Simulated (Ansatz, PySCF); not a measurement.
The pair A = C2H4 (SMILES C=C) (first 6 atoms), B = N2 (SMILES N#N); geometry from B3LYP-D3(BJ)/def2-TZVP.
(charge 0, multiplicity 1):
```xyz
8

C     -0.251     0.353    -0.247
C      0.452    -0.728     0.058
H     -0.454     0.628    -1.275
H     -0.653     1.008     0.516
H      0.657    -1.005     1.085
H      0.852    -1.381    -0.708
N     -0.588     1.010     3.360
N     -0.014     0.117     3.611
```

Frozen-core correlation. CBS(a, b) extrapolates the correlation energy as X⁻³ and adds the Hartree–Fock energy of set b. MP2 and its Hartree–Fock in aug-cc-pVTZ are density fitted.

Codes used: Ansatz (Gaussian basis) for Hartree–Fock, density functionals and correlated methods; PySCF for the dispersion terms. 

The monomers are drawn apart, rigid, along the line of their centres of mass. Counterpoise-corrected interaction energies (kcal/mol):

| level | R = 4.818 Å | R = 5.956 Å |
|---|---|---|
| PBE-D3(BJ)/def2-TZVPPD | -0.3164 | -0.0699 |
| wB97M-V/def2-TZVPPD | -0.2141 | -0.0557 |
| MP2/CBS(aug-cc-pVDZ, aug-cc-pVTZ) + ΔCCSD(T)/aug-cc-pVDZ | -0.2146 | -0.0535 |

Question: R is the distance of the centres of mass. Find the local exponent m of E ∝ R⁻ᵐ between the two points.

Answer: 
m = ln(E₁/E₂)/ln(R₂/R₁): PBE-D3(BJ)/def2-TZVPPD 7.1; wB97M-V/def2-TZVPPD 6.4; MP2/CBS(aug-cc-pVDZ, aug-cc-pVTZ) + ΔCCSD(T)/aug-cc-pVDZ 6.6. For scale, two fixed dipoles give m = 3, dipole and quadrupole 4, quadrupoles 5, and dispersion or dipole-induced dipole 6 at long range; at these distances several terms mix, and what is left of overlap and damping shifts m, so it need not match one of them.

Ansatz is a first-principles code.
